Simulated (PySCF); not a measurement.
# ZnS: energy against distance

Set-up: PySCF, no relativity, basis sets Zn def2-SVP, S def2-SVP. Energies in eV from Zn + S in their ground configurations at the same level. State: ¹Σ⁺ (singlet), closed shell.

All columns are PBE0. A positive dipole means Zn(−)S(+).

```tsv
R (Å)	E (eV)	μ (D)	Mulliken charge on Zn (basis-dependent)	HOMO (eV)	LUMO (eV)	Mayer bond order	⟨S²⟩
1.772	-0.231	-5.16	0.40	-6.34	-3.22	2.08	0.00
1.854	-0.849	-5.40	0.41	-6.18	-3.35	1.99	0.00
1.936	-1.181	-5.61	0.42	-6.05	-3.48	1.89	0.00
1.998	-1.295	-5.73	0.43	-5.96	-3.56	1.82	0.00
2.060	-1.323	-5.84	0.44	-5.88	-3.64	1.75	0.00
2.122	-1.288	-5.93	0.45	-5.81	-3.72	1.67	0.00
2.204	-1.172	-6.01	0.46	-5.74	-3.81	1.57	0.00
2.307	-0.958	-6.07	0.46	-5.67	-3.91	1.44	0.00
2.431	-0.652	-6.07	0.46	-5.61	-4.01	1.29	0.00
2.596	-0.233	-5.99	0.44	-5.59	-4.13	1.09	0.00
```

A fit through these points gives, at Re = 2.054 Å, μ = -5.83 D and dμ/dR = -1.59 D/Å; the reduced mass is 21.31 u.

**Question.** How strong is the fundamental in the double-harmonic approximation, I = 42.26·(dμ/dR)²/μred km/mol?

**Answer.** I = 42.26·(-1.59)²/21.31 = 5.01 km/mol at PBE0.
